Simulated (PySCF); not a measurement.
Computed IR spectrum (relative IR intensity) of a molecule C4H5NSi. The structure is a stationary point at PBE-D3(BJ)/def2-SVP. The values are those of a single conformer. These are PBE-D3(BJ)/def2-SVP in PySCF values and carry that method's errors. Frequencies are harmonic and unscaled.

Lines under 2 % of the strongest are left out, and lines within 2 cm⁻¹ are merged.

ν (cm⁻¹): 131 (w), 190 (w), 235 (vw), 323 (w), 382 (m), 392 (m), 450 (vs), 575 (m), 644 (s), 692 (m), 695 (m), 706 (w), 715 (m), 811 (vs), 847 (s), 893 (s), 1493 (m), 2077 (m), 2090 (m), 2191 (s), 3389 (m), 3391 (m), 3477 (w), 3573 (w) (against the strongest line: vs over 80 %, s over 45 %, m over 15 %, w over 4 %, vw less)

Q: Identify the compound among the candidates.
A) C#C[SiH](N)C#C
B) C#C[C@H]1N=C[SiH2]1
C) C#C[Si@H]1C=NC1
D) N#CC1=C[SiH2]C1

A: A, C#C[SiH](N)C#C
